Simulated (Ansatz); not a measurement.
Consider the hydrogenolysis of a C–C bond: `CC1=NB1` + H₂ → `B1C=N1` + CH₄.

Gas-phase electronic energies from Ansatz, PBE0-D4/def2-TZVP geometries. CCSD(T)/CBS adds triple-zeta CCSD(T) − MP2 to the extrapolated MP2 energy (def2 sets, frozen cores). This one scheme is used for every species. Functionals use def2-TZVPP. B3LYP here is the variant with VWN-RPA as its local correlation; programs differ in this. HSE06 is defined as in plane-wave codes.

| level | ΔE (kJ/mol) | difference from CCSD(T)/CBS |
| --- | --- | --- |
| LDA (SPW92) | -19.0 | 14.1 |
| PBE-D4 | -25.3 | 7.8 |
| revPBE-D4 | -22.5 | 10.6 |
| BLYP-D4 | -28.8 | 4.3 |
| PBE0-D4 | -29.1 | 4.0 |
| B3LYP-D4 | -32.0 | 1.1 |
| r2SCANh-D4 | -29.5 | 3.6 |
| r2SCAN0-D4 | -30.9 | 2.2 |
| HSE06-D4 | -29.2 | 3.9 |
| BHLYP-D4 | -36.3 | -3.2 |
| CAM-B3LYP-D4 | -33.7 | -0.6 |
| ωB97X-V | -32.2 | 0.9 |
| B2PLYP | -35.7 | -2.6 |
| PBE-QIDH | -31.7 | 1.4 |
| PBE | -29.1 | 4.0 |
| revPBE | -32.6 | 0.5 |
| BLYP | -36.8 | -3.7 |
| r2SCAN | -29.5 | 3.6 |
| PBE0 | -32.4 | 0.7 |
| B3LYP | -38.0 | -4.9 |
| r2SCANh | -30.6 | 2.5 |
| r2SCAN0 | -32.1 | 1.0 |
| HSE06 | -32.2 | 0.9 |
| BHLYP | -40.9 | -7.8 |
| CAM-B3LYP | -37.0 | -3.9 |
| LC-ωPBE | -34.1 | -1.0 |
| RPA@PBE/def2-TZVPP | -36.3 | -3.2 |
| HF/def2-SVP | -50.3 | -17.2 |
| MP2/def2-SVP | -30.7 | 2.4 |
| CCSD/def2-SVP | -38.7 | -5.6 |
| CCSD(T)/def2-SVP | -35.6 | -2.5 |
| HF/def2-TZVPP | -48.9 | -15.8 |
| MP2/def2-TZVPP | -29.1 | 4.0 |
| SCS-MP2/def2-TZVPP | -33.7 | -0.6 |
| CCSD/def2-TZVPP | -37.8 | -4.7 |
| CCSD(T)/def2-TZVPP | -34.3 | -1.2 |
| MP2/def2-QZVPP | -28.4 | 4.7 |
| SCS-MP2/def2-QZVPP | -33.0 | 0.1 |
| MP2/CBS(def2) | -27.9 | 5.2 |
| CCSD/CBS(def2) | -36.6 | -3.5 |
| CCSD(T)/CBS | -33.1 | 0 |

Largest T1 diagnostic among the species: 0.011.

From BLYP to BHLYP (50 % exact exchange), in def2-TZVPP and without D4, ΔE moves by −4.0 kJ/mol. In def2-TZVPP, CCSD(T) changes the Hartree–Fock value by +14.6 kJ/mol (the triples alone add +3.5 kJ/mol) and MP2 by +19.8 kJ/mol. The D4 term adds +6.0 kJ/mol with B3LYP and +3.3 kJ/mol with PBE0; it sums over pairs of atoms, weighted by their polarisabilities, and B3LYP, whose exchange is more repulsive, gets the larger term.
